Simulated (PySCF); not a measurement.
**Relaxation of quartet FeH3**

Method: UPBE0 in PySCF with Fe def2-TZVP, H def2-TZVP; no relativity; density-fitted integrals. A (50,194) grid was used.

A hand-made T-shaped start, of C2v symmetry, held to at least that symmetry:

```xyz
4
charge 0 multiplicity 4, angstrom
Fe    0.0000    0.0000   -0.0271
H     0.0000    0.0000    1.4529
H     1.4791    0.0000    0.0246
H    -1.4791    0.0000    0.0246
```

Optimiser trace:
```csv
step,E − E(last) (kJ/mol),largest gradient (Eh/bohr)
0,33.14,0.04476
1,12.42,0.02197
2,3.81,0.00589
3,2.97,0.00363
4,2.71,0.00259
5,2.16,0.00426
6,1.53,0.00556
7,0.72,0.00471
8,0.02,0.00081
9,0.00,0.00016
10,0.00,0.00010
```

It ends at C2v with Fe–H 1.489 Å, Fe–H 1.604 Å (×2); H–Fe–H 76.2° (×2), H–Fe–H 152.5°. A frequency run shows 1 imaginary mode, down to 318i cm⁻¹, so it is a saddle point. Other isomers or separated fragments may lie lower.

Open d and f shells are described by one determinant, and the ground state may have another occupation or spin.

The relaxation took roughly 29 core-seconds on a shared host.
